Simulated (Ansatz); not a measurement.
One change: `CO[SiH2]N[SiH3]` becomes `CO[SiH2]N[SiH2]Cl`.

Ansatz, PBE0-D4/def2-TZVP geometries, multiplicity 1. Each molecule was computed in one conformer, which needn't be the lowest.

```csv
property,`CO[SiH2]N[SiH3]`
size of the dipole moment (PBE/def2-TZVPP) / D,0.85
HOMO energy (ωB97M-V/def2-TZVPP) / eV,-10.12
size of the dipole moment (ωB97M-V/def2-TZVPP) / D,0.91
HOMO energy (B3LYP/def2-TZVPP) / eV,-7.56
size of the dipole moment (B3LYP/def2-TZVPP) / D,0.89
HOMO energy (PBE/def2-TZVPP) / eV,-6.44
```

(1) What does the change do to each property? (An estimate is asked.)

Answers

(1) Ansatz gave: 
```tsv
property	`CO[SiH2]N[SiH2]Cl`	shift
size of the dipole moment (PBE/def2-TZVPP) / D	1.78	0.93
HOMO energy (ωB97M-V/def2-TZVPP) / eV	-10.47	-0.35
size of the dipole moment (ωB97M-V/def2-TZVPP) / D	1.86	0.95
HOMO energy (B3LYP/def2-TZVPP) / eV	-7.88	-0.32
size of the dipole moment (B3LYP/def2-TZVPP) / D	1.86	0.97
HOMO energy (PBE/def2-TZVPP) / eV	-6.69	-0.25
```

Dipoles are sizes alone; their direction can turn.

B3LYP here is the variant with VWN-RPA as its local correlation; programs differ in this.
